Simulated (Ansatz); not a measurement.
```yaml
crystal:
  periodic: [false, false, false]
  atoms:
    - {symbol: C, position_ang: [-1.449159, -0.494641, -0.413126]}
    - {symbol: Zr, position_ang: [0.407394, 0.534342, 0.251683]}
    - {symbol: O, position_ang: [1.058324, -0.483477, 1.738106]}
    - {symbol: O, position_ang: [1.567118, 0.543386, -1.272622]}
    - {symbol: F, position_ang: [-0.102057, 2.308058, 0.770840]}
    - {symbol: H, position_ang: [-2.186057, -0.537485, 0.396988]}
    - {symbol: H, position_ang: [-1.908930, 0.030806, -1.257925]}
    - {symbol: H, position_ang: [-1.245036, -1.522555, -0.732111]}
    - {symbol: H, position_ang: [1.567840, -0.925953, 2.409989]}
    - {symbol: H, position_ang: [2.290563, 0.547500, -1.891811]}
basis:
  gaussian: {orbitals: def2-TZVP, fitting: {mean_field: cc-pVTZ-jkfit}}
total_charge: 1
magnetization: {spin_polarized: true, initial_magnetization: 1}
hamiltonian: {xc: {name: PBEsol}}
accuracy: high
```

```sh
$ ansatz run in.yaml --threads 4 --pin off --events-out ev --progress --plain --max-ram 10444MiB
```

How does Ansatz answer? (Estimate.)

The calculation gave: The input was rejected before any iteration.
```
Functional definition: PBEsol
Error: <dir> the basis set cc-pVTZ-JKFIT has no functions for Zr
```
